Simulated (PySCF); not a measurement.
Isomers of C6H9NSi, one GFN2-xTB conformer each. Single-point energies are computed at PBE0/pcSseg-1 (PySCF, gas phase, no added dispersion term), electronic only.

Question: Rank them by PBE0/pcSseg-1 energy, lowest first (kcal/mol).
A. `[SiH3:1][CH2:2][c:3]1[cH:4][cH:5][cH:6][n:7][cH:8]1` with Si1–C2–C3–C4 -87°
B. `[CH:1]#[C:2]/[C:3](=[N:4]\[SiH3:5])[CH:6]1[CH2:7][CH2:8]1` with C2–C3–C6–C7 -34°

Answer: A (0.0), B (66.4).

As drawn, the lower has an aromatic ring and an Si–C bond, which the higher lacks; the higher has a three-membered ring, a C≡C bond and a C=N bond, which the lower lacks. GFN2-xTB itself gives, in the same order: 0.0, 44.2. Both levels put the same isomer lowest.

Q: Which frontier levels, dipoles and rotational constants go with these structures?

A: 
```json
{"SMILES": "[SiH3]Cc1cccnc1", "HOMO (eV, PBE0/pcSseg-1)": "-7.18", "LUMO (eV)": "-0.73", "dipole (D)": "2.38", "A, B, C (MHz)": "4037, 1026, 927.7"}
{"SMILES": "C#C/C(=N\\[SiH3])C1CC1", "HOMO (eV, PBE0/pcSseg-1)": "-7.09", "LUMO (eV)": "-1.46", "dipole (D)": "2.22", "A, B, C (MHz)": "3112, 1056, 848.5"}
```
